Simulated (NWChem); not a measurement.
System: C3H4O2; SMILES O1CC(C1)=O

Here is an NWChem input.

```
start job
memory heap 200 mb stack 900 mb global 1100 mb
geometry units angstroms noautosym nocenter noautoz
  O      0.000000     0.000000     1.866112
  C      0.000000     0.000000     0.663226
  C      0.000000     1.053520    -0.454240
  O      0.000000     0.000000    -1.438995
  C      0.000000    -1.053520    -0.454240
  H      0.906462     1.702195    -0.492184
  H     -0.906462     1.702195    -0.492184
  H      0.906462    -1.702195    -0.492184
  H     -0.906462    -1.702195    -0.492184
end
basis spherical
  O library 6-31g*
  C library 6-31g*
  H library 6-31g*
end
dft
  xc xpbe96 cpbe96
  iterations 150
end
cosmo
  dielec 2.4
end
task dft energy
```

Structure relaxed at the PBE-D3(BJ)/def2-SVP level.

Level: PBE/6-31G* with COSMO at NWChem's default radii, gas-phase geometry; the question gives the dielectric constant.

Question: What results follow from this input? (PBE/6-31G* (spherical d), COSMO on the gas-phase geometry.) Quantities: electrostatic solvation energy (kcal/mol); dipole in solution (D).

Answer: 
- electrostatic solvation energy (kcal/mol) = -3.1
- dipole in solution (D) = 0.89
